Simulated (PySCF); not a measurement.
**Static response to an electric field**

C3H6BF3.
SMILES with atom numbers: `[CH3:1][BH:2][CH2:3][C:4]([F:5])([F:6])[F:7]` (hydrogens: H8, H9, H10 on C1; H11 on B2; H12, H13 on C3)

Geometry (PBE0-D3(BJ)/def2-SVP, Å), atoms numbered from 1 in this order:
```xyz
13
C3H6BF3 angstrom
C      1.9873   -0.7064   -0.0751
B      0.4331   -0.6522   -0.1804
C     -0.3651    0.6731    0.1048
C     -1.8611    0.5634    0.0870
F     -2.4599    1.7311    0.3583
F     -2.2970   -0.3188    0.9956
F     -2.3111    0.1608   -1.1072
H      2.4895    0.2445    0.1552
H      2.2488   -1.4408    0.7096
H      2.4168   -1.1302   -0.9995
H     -0.1677   -1.6576   -0.4887
H     -0.0512    1.0996    1.0727
H     -0.0595    1.4198   -0.6502
```

Level: PBE0/def2-SVPD (PySCF), static field, nuclei fixed, core orbitals frozen in the response. The polarisability tensor in these axes (au):

```
x   61.24 -3.93 -0.12
y   -3.93 53.66  1.44
z   -0.12  1.44 47.44
```

Task: Diagonalise the tensor; give its mean and Δα, where Δα² is half the sum of the squared differences of the eigenvalues.

Result: Principal values 47.08, 52.32 and 62.94 au; mean 54.11 au = 8.02 Å³ = 8.92 × 10⁻⁴⁰ C²·m²/J; Δα = 14.00 au (26 % of the mean).

Task: What is the dipole moment, and where does it point?

Result: (2.96, 0.24, 0.08) D, 2.97 D in size, pointing from the negative to the positive side. Measured along this direction, the outermost atoms are F7, F5 and F6 at the negative end and H8 at the positive end.

Task: Rayleigh depolarisation ratio (linearly polarised light, static tensor)?

Result: ρ = 3Δα²/(45ᾱ² + 4Δα²) = 587.8/(131761 + 783.7) = 0.00443.

Task: What are the principal values of the traceless quadrupole moment, Θ = ½Σq(3rr − r²1), about the centre of nuclear charge?

Result: -1.45, 0.25, 1.19 D·Å. The values depend on the origin, since the dipole doesn't vanish. The electronic extent ⟨r²⟩ about the same centre is 901 bohr², a root-mean-square distance of 2.12 Å for the 56 electrons.

Task: In TDDFT the mean static polarisability is Σ f/ω² over all singlet excitations (ω in hartree). How much of it do the 10 lowest give? Their energies (eV) and oscillator strengths: 6.12, 0.0012; 6.53, 0.0011; 8.38, 0.0016; 8.59, 0.0060; 8.78, 0.1681; 8.88, 0.0015; 9.04, 0.0027; 9.31, 0.0443; 9.32, 0.0022; 9.43, 0.0735.

Result: They add up to 2.78 au, 5.1 % of the 54.11 au; the largest single term is 1.61 au, from the state at 8.78 eV. Terms in order: 0.02, 0.02, 0.02, 0.06, 1.61, 0.01, 0.02, 0.38, 0.02, 0.61 au. Higher excitations give the rest. The strengths listed sum to 0.302.

Task: Find the Langevin capture rate constant for O2+ (31.990 u) meeting this molecule (110.051 u), k = 2.342 × 10⁻⁹ cm³/s × √(α in Å³ / reduced mass in u).

Result: The reduced mass is 24.79 u, so k = 1.33 × 10⁻⁹ cm³/s. The formula leaves out the permanent dipole, which adds to the capture rate.

Task: What would n − 1 = 2πNα be for an ideal gas of these molecules at 298.15 K and 1 atm, electronic part alone?

Result: N = p/kT = 2.4615 × 10¹⁹ cm⁻³, so n − 1 = 2π × N × 8.02 × 10⁻²⁴ cm³ = 1240 × 10⁻⁶ at long wavelengths, for an ideal gas.

The structure is a single PBE0-D3(BJ)/def2-SVP conformer in the gas phase; no vibrational or solvent corrections.

These values come from a run that also computed excited states and ΔSCF ions. The run took 2.2 min wall on an Arm Neoverse V2 with one thread (shared host), and the process peaked at 0.89 GiB of memory.
